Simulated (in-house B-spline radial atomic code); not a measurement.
The numbers below are computed, except where a source is named.
Making a Troullier-Martins d channel for Ni, r_c = 1.42 bohr

Ni, [Ar] 3d8 4s2, non-relativistic PBE, spherical and spin-unpolarised, from a B-spline radial code for spherical atoms (atomic units). The all-electron 3d level is ε = -0.338728 hartree and its outer maximum at 0.63 bohr.

Inside r_c the pseudo-orbital is u(r) = r^3 exp(p(r)), with p = c0 + c2 r² + c4 r⁴ + … + c12 r¹². The seven coefficients follow from p and its first four derivatives at r_c, from zero curvature of the screened potential at the origin, c4 = −c2²/(2l + 5), and from the norm inside r_c. At r_c the all-electron orbital has P = 0.5784371, P' = -0.5181921, the screened potential V = -1.473737, V' = 2.49564, V'' = -6.173338, and the norm inside is Q = 0.8130127.

What are p, p' and p'' at r_c?

p = ln(P/r_c^3) = ln(0.5784371/2.86329) = -1.59940. p' = P'/P − 3/r_c = -0.89585 − 2.11268 = -3.00852. The radial equation gives p'' = 2(V − ε) − 2(3) p'/r_c − p'² = -2.27002 − (-12.71208) − 9.05122 = 1.39084. Differentiating, p''' = 2V' + 2(3)p'/r_c² − 2(3)p''/r_c − 2p'p'' = -1.4689, and p'''' = 2V'' − 4(3)p'/r_c³ + 4(3)p''/r_c² − 2(3)p'''/r_c − 2p''² − 2p'p''' = 2.0384.

For a trial c2 the five matching conditions are linear in c0, c6, c8, c10 and c12, and c2 is varied until the norm inside r_c equals Q. The root nearest zero gives:

| n | c_n |
| --- | --- |
| 0 | 2.795458 |
| 2 | -3.231793 |
| 4 | -1.160498 |
| 6 | 2.63115 |
| 8 | -1.548294 |
| 10 | 0.4110074 |
| 12 | -0.04219647 |

Check c4 and p(r_c), and find the screened pseudopotential at the origin.

−c2²/9 = -1.1605, as listed. The terms c_n r_c^n are 2.79546, -6.51659, -4.71843, 21.57127, -25.59530, 13.70039, -2.83620, which sum to -1.59940. Inverting the radial equation, V_l(r) = ε + 3 p'/r + (p'' + p'²)/2, so V_l(0) = ε + (2l + 3) c2 = -0.338728 + 7 × (-3.23179) = -22.9613 hartree, finite where the all-electron potential diverges.

Orbitals and screened potentials:

```csv
r (bohr),P,u,V all-electron,V pseudo
0.142,0.1959,0.0439,-124.3,-22.92
0.355,0.7548,0.4808,-30.09,-21.44
0.568,0.9773,1.008,-12.47,-15.83
0.781,0.9475,1.068,-6.188,-7.835
0.994,0.829,0.8706,-3.495,-2.679
1.207,0.6976,0.7001,-2.184,-1.616
1.42,0.5784,0.5784,-1.474,-1.474
```

Logarithmic derivatives P'/P at R = 1.72 bohr, for energies E around ε:

| E − ε (hartree) | all-electron | pseudo |
| --- | --- | --- |
| -0.5 | 0.912852 | 0.933835 |
| -0.25 | 0.373401 | 0.385992 |
| -0.1 | -0.213868 | -0.209726 |
| 0 | -0.905036 | -0.905033 |
| 0.1 | -2.28391 | -2.26477 |
| 0.25 | -17.9579 | -15.1334 |
| 0.5 | 4.62993 | 5.1188 |

With P(R) = 0.4411475 and a norm of 0.8905398 inside R, what slope in energy does norm conservation fix?

d(P'/P)/dE = −2 × (norm inside R)/P(R)² = -9.1520 per hartree·bohr at E = ε, for both atoms, since orbital and norm agree at R. Differences over ±0.1 hartree give -10.3502 (all-electron) and -10.2752 (pseudo), which also hold third-order terms. Half a hartree below ε the two curves differ by +0.0210.
